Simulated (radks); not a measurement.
Results of a calculation; reference values are marked as such.
Problem. The table gives one normalised radial function P(r) = r R(r) of Tb62+ in [He] 2s1 (r in bohr). Level of theory: scalar-relativistic Kohn-Sham, r2SCAN, spin-polarised, spherical densities, finite nucleus; open shells are filled with parallel spins first (spin-orbit coupling, left out, can overturn this in heavy ions); meta-GGA in the generalised Kohn-Sham scheme; Fermi nuclear charge, rms radius 5.06 fm (a radial shooting solver on a logarithmic mesh with Libxc functionals).

r          P
0.0007715   1.1156
0.0008493   1.2080
0.0009349   1.3074
0.001021    1.4050
0.001124    1.5189
0.001237    1.6408
0.001362    1.7713
0.001499    1.9105
0.001637    2.0461
0.001802    2.2029
0.001983    2.3692
0.002183    2.5451
0.002403    2.7303
0.002624    2.9083
0.002888    3.1111
0.003179    3.3222
0.0035      3.5409
0.003821    3.7471
0.004207    3.9771
0.00463     4.2106
0.005097    4.4455
0.00561     4.6792
0.006127    4.8898
0.006744    5.1124
0.007423    5.3238
0.008171    5.5194
0.008995    5.6944
0.009822    5.8322
0.01081     5.9529
0.0119      6.0371
0.0131      6.0793
0.01442     6.0743
0.01575     6.0244
0.01733     5.9170
0.01908     5.7520
0.021       5.5286
0.02312     5.2481
0.02525     4.9438
0.02779     4.5658
0.03059     4.1477
0.03367     3.7003
0.03706     3.2359
0.04047     2.8070
0.04455     2.3490
0.04904     1.9145
0.05398     1.5157
0.05942     1.1623
0.06489     0.8836
0.07142     0.6314
0.07862     0.4326
0.08654     0.2829
0.0945      0.1833
0.104       0.1082
0.1145      0.0601
0.126       0.0312
0.1387      0.0150
0.1515      0.0072
0.1668      0.0029
0.1836      0.0011
0.2021      0.0004
0.2224      0.0001
0.2429      0.0000
0.2674      0.0000
0.2943      0.0000

Which n and l does it have? It may be an empty orbital.

Solution. n = 1, l = 0: the number of nodes gives n - l - 1 = 0, the rise at small r (about r^(l+1), flatter next to the nucleus through relativity) gives l, and the extent must fit the shell. The curve is that of 1s down; the table hardly tells the two spins apart. 1s down: eigenvalue -59136 eV, 0 radial nodes, <r> = 0.0214 bohr, 90 % of the charge inside 0.0387 bohr.
